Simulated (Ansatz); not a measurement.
Stepwise reaction of `[F][Ti]([F])([Cl])[Cl]` with hydrogen sulfide, as a gas-phase model of exchange steps in deposition or etching. ΔE in kJ/mol; ΔG adds harmonic PBE0-D4 terms to CCSD(T)/CBS, at 1 bar.

Isolated molecules relaxed with PBE0-D4/def2-TZVP in Ansatz; ΔE leaves out vibrations. CCSD(T)/CBS is the MP2 limit (def2-TZVPP, def2-QZVPP) plus CCSD(T) − MP2 in def2-TZVPP, frozen cores. This one scheme is used for every species. Functionals use def2-TZVPP. B3LYP here is the variant with VWN-RPA as its local correlation; programs differ in this. For Ti outer-core shells are correlated without core-valence functions, which leaves a few kJ/mol of doubt a bond. Scalar relativity is left out up to krypton. One conformer a species, not always the lowest.

| step | reaction | PBE-D4 | B3LYP-D4 | ωB97M-V | CCSD(T)/CBS | ΔG(600 K) |
| --- | --- | --- | --- | --- | --- | --- |
| 1 | `[F][Ti]([F])([Cl])[Cl]` + H₂S → `[F][Ti]([F])([SH])[Cl]` + HCl | 50.7 | 54.7 | 56.0 | 52.2 | 48.1 |
| 2 | `[F][Ti]([F])([SH])[Cl]` + H₂S → `[F][Ti]([F])([SH])[SH]` + HCl | 52.7 | 56.8 | 57.6 | 53.9 | 58.5 |

Question: By hand: ΔE of the 2 steps together at CCSD(T)/CBS.

Answer: (52.2) + (53.9) = 106.1 kJ/mol, or 53.0 kJ/mol a step.

In ΔE the steps differ by no more than 1.7 kJ/mol. All are uphill at CCSD(T)/CBS. ΔG lies between 48.1 and 58.5 kJ/mol a step. PBE-D4 differs from CCSD(T)/CBS by -1.5 to -1.2 kJ/mol a step. Isolated molecules leave out the surface, adducts and barriers. Largest T1 diagnostic: 0.026.
